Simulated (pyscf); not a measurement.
•O–GaH₂, doublet

Gas-phase minimum from PySCF at ωB97X-D3(BJ)/def2-SVP, one conformer. •O–GaH₂ lies 36.5 kcal/mol over its isomer [HO–GaH]•, and others may lie lower still (electronic energy, ωB97M-D3(BJ)). 

```
Ga
O 1 1.7999
H 1 1.5551 2 114.75
H 1 1.5552 3 130.41 2 179.96
```
Charge 0, spin multiplicity 2.

Properties at ωB97X-D3(BJ)/def2-SVP:

Harmonic wavenumbers, unscaled: 417, 618, 683, 725, 2050, 2052 cm⁻¹
Zero-point energy: 9.4 kcal/mol
Rotational symmetry number: 2
Entropy of this conformer at 298 K and 1 atm, rigid rotor and harmonic oscillator, modes under 100 cm⁻¹ raised to 100: 258.8 J/(mol K)
Dipole moment: 1.95 D
Spin expectation value S2: 0.755

Single-point totals, which compare only within one level (frozen core for MP2 and CC):

```
level                   total energy (hartree)
----------------------  ----------------------
ωB97X-D3(BJ)/def2-TZVP             -2001.21063
PBE/def2-TZVP                      -2000.86380
r²SCAN/def2-TZVP                   -2001.19323
B3LYP-D3(BJ)/def2-TZVP             -2001.29670
PBE0-D3(BJ)/def2-TZVP              -2000.90354
M06-2X/def2-TZVP                   -2001.19634
ωB97M-D3(BJ)/def2-TZVP             -2001.27940
UHF/def2-TZVPP                     -1999.27021
MP2/def2-TZVPP                     -1999.68845
CCSD/def2-TZVPP                    -1999.70584
CCSD(T)/def2-TZVPP                 -1999.72115
```

The CCSD(T) − MP2 part came from Ansatz, without density fitting, on the same reference. The frozen core leaves the outer d or s,p core shells of the metals and heavy elements correlated in the MP2 and CC values, and def2-TZVPP describes them poorly, so these totals are far from the basis limit. Elements up to Kr have no core potential and no relativistic terms here.
